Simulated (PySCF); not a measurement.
Isomers of C2H3B. Gas-phase values, no solvent. Strings in code marks are SMILES.

All values below come from PBE-D3(BJ)/def2-TZVP // B3LYP-D3(BJ)/def2-TZVP in PySCF 2.14.0. 

| species | LUMO (eV) | HOMO (eV) |
|---|---|---|
| `C=C=B` | -3.59 | -5.26 |
| `BC#C` | -3.37 | -6.88 |
| `B1C=C1` | -1.42 | -6.70 |
